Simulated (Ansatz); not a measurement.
Stepwise reaction of `C[SiH](Cl)N[SiH2]Cl` with hydrogen, as a gas-phase model of exchange steps in deposition or etching. ΔE in kJ/mol.

Isolated molecules relaxed with PBE0-D4/def2-TZVP in Ansatz; ΔE leaves out vibrations. CBS: MP2 limit from def2 TZ/QZ plus the TZ coupled-cluster correction, frozen cores. This one scheme is used for every species. DFT in def2-TZVPP. B3LYP here is the variant with VWN-RPA as its local correlation; programs differ in this. One conformer a species, not always the lowest.

| step | reaction | PBE-D4 | B3LYP-D4 | ωB97M-V | CCSD(T)/CBS |
| --- | --- | --- | --- | --- | --- |
| 2 | `C[SiH2]N[SiH2]Cl` + H₂ → `C[SiH2]N[SiH3]` + HCl | 95.7 | 94.3 | 95.8 | 95.0 |

Task: Give the row of step 1, `C[SiH](Cl)N[SiH2]Cl` + H₂ → `C[SiH2]N[SiH2]Cl` + HCl. (An estimate is asked.)

Result: The calculation gave: 
| step | reaction | PBE-D4 | B3LYP-D4 | ωB97M-V | CCSD(T)/CBS |
| --- | --- | --- | --- | --- | --- |
| 1 | `C[SiH](Cl)N[SiH2]Cl` + H₂ → `C[SiH2]N[SiH2]Cl` + HCl | 95.0 | 95.0 | 96.5 | 95.2 |

Task: By hand: ΔE of the 2 steps together at CCSD(T)/CBS.

Result: (95.2) + (95.0) = 190.2 kJ/mol, or 95.1 kJ/mol a step.

In ΔE the steps differ by no more than 0.2 kJ/mol. All are uphill at CCSD(T)/CBS. PBE-D4 differs from CCSD(T)/CBS by -0.2 to 0.7 kJ/mol a step. Isolated molecules leave out the surface, adducts and barriers. Largest T1 diagnostic: 0.010.
